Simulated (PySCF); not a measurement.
C₂H₆N, SMILES CC[NH], multiplicity 2. Atoms are numbered in the order given.

```xyz
9

C      0.2020     1.2148     0.0000
C     -0.4971    -0.1357     0.0000
N      0.4376    -1.2278     0.0000
H     -0.5225     2.0313     0.0000
H      0.8359     1.3152    -0.8821
H      0.8359     1.3152     0.8821
H     -1.1672    -0.2228     0.8720
H     -1.1672    -0.2228    -0.8720
H     -0.1080    -2.0963     0.0000
```
Charge 0, spin multiplicity 2.

Coordinates come from a B3LYP-D3(BJ)/def2-TZVP optimisation. The isomer is the one that the SMILES or the coordinates give; other isomers of the formula were not compared. The values are those of a single conformer.

The numbers are results of PBE/pcH-1 run with PySCF, not measurements.

Unrestricted Kohn–Sham, ⟨S²⟩ = 0.753. Hyperfine tensors hold the contact and dipolar terms, without spin-orbit corrections.

Computed hyperfine couplings:
```
nucleus    A(iso) (MHz)  A(iso) (G)  dipolar principal values (MHz)
---------  ------------  ----------  ------------------------------
13C no. 1          -3.5        -1.2                 -1.0, -0.8, 1.9
13C no. 2         -31.3       -11.2                  -5.2, 2.5, 2.7
14N no. 3          21.7         7.7              -43.8, -42.5, 86.3
1H no. 4           -2.8        -1.0                 -2.0, -1.8, 3.7
1H no. 5            0.3         0.1                 -3.4, -3.1, 6.4
1H no. 6            0.3         0.1                 -3.4, -3.1, 6.4
1H no. 7          147.9        52.8                -7.1, -3.7, 10.8
1H no. 8          147.9        52.8                -7.1, -3.7, 10.8
1H no. 9          -54.0       -19.3               -50.0, -9.3, 59.3
```

Problem. And the g tensor (effective nuclear charges for spin-orbit coupling, GIAO)? (Estimate from the structure and the level; the computed values follow.)

Solution. principal values 2.0022, 2.0039, 2.0075; isotropic 2.0045.
